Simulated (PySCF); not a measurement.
## Te⁺ (tellurium, charge +1) across methods

[Kr] 4d10 5s1 5p4, 5s spin antiparallel (an excited configuration). All numbers are calculated (PySCF 2.14, the spin-free X2C one-electron Hamiltonian (Gaussian nucleus), in x2c-TZVPPall).

| method | E (hartree) | mean ε 5s β (eV) | mean ε 5p α (eV) | mean ε 5p β (eV) | Σ⟨r²⟩ (bohr²) | ⟨S²⟩ |
| --- | --- | --- | --- | --- | --- | --- |
| LDA | -6786.60 | -24.236 | -14.841 | -14.070 | 51.31 | 1.751 |
| B97-3 | -6792.54 | -25.296 | -15.509 | -15.175 | 51.80 | 1.751 |
| MN15 | -6797.45 | -25.955 | -16.247 | -15.771 | 51.36 | 1.751 |
| BP86 | -6793.71 | -24.039 | -14.817 | -14.084 | 51.40 | 1.751 |
| PBE0 | -6792.58 | -25.273 | -15.595 | -15.152 | 51.61 | 1.751 |
| PBE | -6792.52 | -23.836 | -14.697 | -13.930 | 51.45 | 1.751 |
| r2SCAN | -6792.95 | -24.139 | -15.001 | -14.296 | 51.63 | 1.752 |
| UHF | -6790.05115 | -28.536 | -17.317 | -17.976 | 52.88 | 1.756 |

Problem. Estimate the same row for wB97M-V.

Solution. E (hartree) = -6792.47; mean ε 5s β (eV) = -27.714; mean ε 5p α (eV) = -17.542; mean ε 5p β (eV) = -17.272; Σ⟨r²⟩ (bohr²) = 51.70; ⟨S²⟩ = 1.751.

With the s spin flipped the determinant is a mixture of two multiplicities, not a spectroscopic state.
